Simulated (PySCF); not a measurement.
Calculated NMR parameters of C#C[Si@@H]1C[C@@H](C2CC2)[C@H]1F

```
Formula                               : C8H11FSi
SMILES                                : C#C[Si@@H]1C[C@@H](C2CC2)[C@H]1F
InChI                                 : InChI=1S/C8H11FSi/c1-2-10-5-7(8(10)9)6-3-4-6/h1,6-8,10H,3-5H2/t7-,8-,10+/m0/s1
Point group of the computed structure : C1
Degrees of unsaturation               : 4
Carbon signals                        : 8
Proton signals                        : 11
```

Atom-mapped SMILES (the numbers label the heavy atoms): `[CH:1]#[C:2][Si@@H:3]1[CH2:4][C@@H:5]([CH:6]2[CH2:7][CH2:8]2)[C@H:9]1[F:10]`. Hydrogens are named by the atom that carries them. Ha(C4) is cis to C2 on the ring; Ha(C7), Ha(C8) are cis to C5 on the ring; Hb(C4) is trans to C2 on the ring; Hb(C7), Hb(C8) are trans to C5 on the ring.

Computed data (PySCF 2.14.0 with density-fitted response routines): geometry: GFN2-xTB, σ from GIAO-PBE0/pcSseg-1. One computed conformer, in vacuum, non-relativistic Hamiltonian.

References, each an isolated molecule treated in the same way: 1H (31.72 ppm) and 13C (186.93 ppm) and 29Si (349.16 ppm) vs TMS; 19F (170.95 ppm) vs CFCl3.

| carbon | δC, type | δH (multiplicity) | HMBC from (2–3 bonds) | span of the C tensor (ppm) |
| --- | --- | --- | --- | --- |
| C1 | 107.6, CH | 2.24 (d) | H(Si3) | 240 |
| C2 | 87.4, C | – | H(C9), H(Si3), H(C1), Ha(C4), Hb(C4) | 288 |
| C4 | 16.0, CH2 | Hb(C4) 1.30 (m); Ha(C4) 1.49 (m) | H(C9), H(Si3), H(C5), H(C6) | 48 |
| C5 | 50.2, CH | 1.85 (m) | H(C9), H(Si3), Ha(C4), Hb(C4), H(C6), Hb(C7), Hb(C8), Ha(C7), Ha(C8) | 25 |
| C6 | 18.2, CH | 0.89 (m) | H(C9), H(C5), Ha(C4), Hb(C4), Hb(C7), Hb(C8), Ha(C7), Ha(C8) | 71 |
| C7 | 8.9, CH2 | Ha(C7) 0.25 (m); Hb(C7) 0.75 (m) | H(C5), H(C6), Hb(C8), Ha(C8) | 61 |
| C8 | 4.1, CH2 | Ha(C8) 0.08 (m); Hb(C8) 0.49 (m) | H(C5), H(C6), Hb(C7), Ha(C7) | 66 |
| C9 | 95.9, CH | 5.58 (m) | H(Si3), H(C5), Ha(C4), Hb(C4), H(C6) | 93 |

Other nuclei:
| atoms | nucleus | environment | δ (ppm) | σ (ppm) |
| --- | --- | --- | --- | --- |
| H(Si3) | 1H | hydrogen on a silicon bonded to 3 C, in a 4-membered ring | 5.24 | 26.47 |
| F10 | 19F | fluorine on an sp3 carbon | -236.8 | 407.7 |
| Si3 | 29Si | silicon bonded to 3 C, H, in a 4-membered ring | -32.4 | 381.6 |

1. Carbon types of the structure: 1 × C, 4 × CH, 3 × CH2, leaving 1 H on heteroatoms.
2. δC 107.6: terminal alkyne carbon.
3. δC 95.9: sp3 CH bonded to F and Si; pulled downfield by the heteroatom.
4. δC 87.4: alkyne carbon; the triple bond shields along its axis, which puts it between sp3 and sp2 carbons.
5. δH 5.58: hydrogen on an sp3 CH bonded to F and Si; its carbon carries F, hence the downfield position.
6. δH 2.24: hydrogen on a terminal alkyne carbon; it lies on the axis of the triple bond, in its shielding cone.

Splittings by 19F in the carbon and heteronuclear signals aren't shown, as no couplings were computed. Shifts are as computed. Against solution values, carbons near 30 ppm lie about +3 ppm off and those near 130 ppm about +5 ppm. Of 1309 compounds with measured shifts, 239 miss one by over three times the rms of a fit or turn the order of signals round; such compounds aren't used in these exercises. Unscaled 19F shifts against computed CFCl3 carry errors that often reach 10 to 50 ppm. No couplings were computed; multiplicities are counted from neighbouring protons, with m where these are inequivalent, close in shift, in a saturated or five-membered ring or joined by F or P, and br s for small geminal =CH2 splittings.
